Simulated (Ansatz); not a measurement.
Z-matrix (Å, degrees):
```
C
B 1 1.537
Si 1 1.976 2 103.7
F 1 1.380 2 120.7 3 -135.4
H 1 1.115 2 108.0 3 99.0
Al 2 2.124 1 93.3 3 -33.1
H 2 1.193 1 124.0 3 130.9
H 3 1.491 1 110.2 2 -80.1
H 3 1.487 1 108.8 2 160.9
F 6 1.646 2 143.8 1 -153.6
```

The species carries charge 0 and has multiplicity 1.

Task: List the PBE0/def2-TZVPP orbital energies in eV (the Gaussian-basis code of Ansatz). (Best estimate.)

Result: Ansatz gave: Occupied: -1802.77, -1528.66, -673.79, -673.39, -280.23, -184.98, -145.12, -114.49, -99.80, -99.75, -99.74, -74.61, -74.44, -74.40, -33.49, -32.36, -20.19, -15.25, -14.65, -14.14, -13.33, -12.49, -11.96, -11.94, -11.75, -10.57, -9.67, -9.11, -8.45, -6.74. Lowest empty: -2.81, -1.02, -0.87, 0.10, 1.12, 1.43, 1.62, 1.72.
